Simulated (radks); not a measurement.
Initial-state core-level shifts of the chromium ion Cr+ when its valence configuration changes from [Ar] 3d5. Method: non-relativistic Kohn-Sham, TPSS, spin-polarised, spherical densities, point nucleus; open shells are filled with parallel spins first; meta-GGA in the generalised Kohn-Sham scheme; computed with a radial shooting solver on a logarithmic mesh with Libxc functionals. Shifts are changes of the shell-averaged eigenvalues in eV (positive: less bound); the change of the density at the nucleus, which sets a Mossbauer isomer shift, is in e/bohr^3, on a base of 9320.

| valence | 1s | 2s | 2p | 3s | density at nucleus |
|---|---|---|---|---|---|
| 3d4 4s1 | -5.467 | -6.222 | -6.148 | -5.497 | +5.9642 |
| 3d4 4p1 | -6.746 | -7.421 | -7.352 | -6.780 | +1.0900 |
| 3d4.5 4s0.5 | -2.570 | -2.919 | -2.885 | -2.616 | +2.7627 |
| 3d3 4p2 | -14.643 | -16.274 | -16.113 | -14.363 | +2.8443 |
| 3d4.5 4p0.5 | -3.207 | -3.508 | -3.476 | -3.258 | +0.4618 |
